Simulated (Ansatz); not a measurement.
Basis-set extrapolation for C2H6ClNSi, SMILES `C/C=N\[SiH2]Cl` (PBE0-D4/def2-TZVP geometry, frozen core, Ansatz). Multiplicity 1, RHF reference.

|  | def2-TZVPP | def2-QZVPP |
| --- | --- | --- |
| HF | -882.248337 | -882.276593 |
| MP2 correlation | -0.841548 | -0.906288 |
| CCSD(T) correlation | -0.931930 | not run |

Energies in hartree. Use E(X) = E(∞) + A·exp(−7.88·√X) for Hartree–Fock and E(X) = E(∞) + B·X^(−2.97) for correlation, with X = 3 and 4, and add CCSD(T) minus MP2 of the smaller set to the MP2 limit.

Problem. What is the CCSD(T) energy at the basis-set limit?

Solution. HF limit: -882.276593 + (-0.028256) × 0.13774 = -882.28048. MP2 limit: -0.906288 + (-0.064740) × 0.74074 = -0.95424. Higher-order term: -0.931930 − (-0.841548) = -0.09038. Total: -883.32510 hartree, 380.3 kJ/mol below CCSD(T)/def2-TZVPP.
